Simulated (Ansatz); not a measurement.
Consider the redistribution: `[SiH3][SiH2][SeH]` + `B[SiH](O)F` → `O[SiH]([SiH3])[SeH]` + `B[SiH2]F`.

Isolated molecules relaxed with PBE0-D4/def2-TZVP in Ansatz; ΔE leaves out vibrations. CBS: MP2 limit from def2 TZ/QZ plus the TZ coupled-cluster correction, frozen cores. Functionals use def2-TZVPP. B3LYP here is the variant with VWN-RPA as its local correlation; programs differ in this. For Se outer-core shells are correlated without core-valence functions, which leaves a few kJ/mol of doubt a bond. Scalar relativity is left out up to krypton. Each species was taken in one conformer, which may not be the lowest.

```csv
level,ΔE (kJ/mol),difference from CCSD(T)/CBS
PBE-D4,12.2,-3.9
PBE0-D4,14.5,-1.6
B3LYP-D4,13.9,-2.2
ωB97X-V,16.3,0.2
ωB97M-V,15.6,-0.5
B2PLYP,16.3,0.2
PBE,13.1,-3.0
r2SCAN,14.0,-2.1
PBE0,15.4,-0.7
B3LYP,15.4,-0.7
MP2/def2-TZVPP,17.0,0.9
SCS-MP2/def2-TZVPP,17.5,1.4
CCSD(T)/def2-TZVPP,17.6,1.5
MP2/def2-QZVPP,16.1,0.0
MP2/CBS(def2),15.5,-0.6
CCSD/CBS(def2),16.9,0.8
CCSD(T)/CBS,16.1,0
```

Largest T1 diagnostic among the species: 0.012.

In def2-TZVPP, CCSD(T) changes the Hartree–Fock value by −3.0 kJ/mol (the triples alone add −0.8 kJ/mol) and MP2 by −3.6 kJ/mol.
